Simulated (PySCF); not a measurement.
Si(H)(SeH)3 (H4Se3Si), SMILES [SeH][SiH]([SeH])[SeH].

Coordinates come from a B3LYP-D3(BJ)/def2-SVP optimisation. The values are those of a single conformer.

Two levels are set side by side: PBE/def2-TZVP (PySCF) and r2SCAN/def2-TZVP (PySCF). Same geometry, gas phase. Differences are taken from unrounded values.

```tsv
quantity	PBE
orbital gap (eV)	4.19
highest occupied level (eV)	-5.98
lowest empty level (eV)	-1.78
dipole moment (D)	0.69
mean polarisability (bohr³)	111.4
```

Task: These are the PBE values. What does r2SCAN give? (An estimate is asked for; the answer gives what the named calculation found.)

Result: 
```tsv
quantity	r2SCAN	PBE minus r2SCAN
orbital gap (eV)	4.71	-0.51
highest occupied level (eV)	-6.27	0.29
lowest empty level (eV)	-1.56	-0.22
dipole moment (D)	0.78	-0.09
mean polarisability (bohr³)	108.1	3.3
```

Rough cost on one machine, each run with all the roots and properties that it gave: r2SCAN against PBE about 3 times.
